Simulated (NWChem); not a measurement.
Molecule: AlN₂H₅; SMILES [AlH]([NH2])[NH2]

```xyz
8

Al     0.0000     0.0000    -0.4903
H      0.0000     0.0000    -2.0747
N     -1.5438    -0.0001     0.3866
H     -2.4480     0.0029    -0.0712
H     -1.6712    -0.0036     1.3918
N      1.5438     0.0001     0.3866
H      1.6712     0.0036     1.3918
H      2.4480    -0.0029    -0.0712
```
Atoms are numbered in this order, from 1.

All runs: NWChem. Pople sets run with spherical d functions. Geometry: optimised at PBE0/def2-SVP. Static field.

Task: Among these, which level gives the lowest value of “anisotropy (bohr³)”?
A. BHandHLYP/6-31+G*
B. B3LYP/6-31+G*
C. PBE/6-31+G*
D. Hartree-Fock/6-31+G*

Result: D, Hartree-Fock/6-31+G*. Values: Hartree-Fock/6-31+G* 6.9; BHandHLYP/6-31+G* 7.7; B3LYP/6-31+G* 8.3; PBE/6-31+G* 8.9
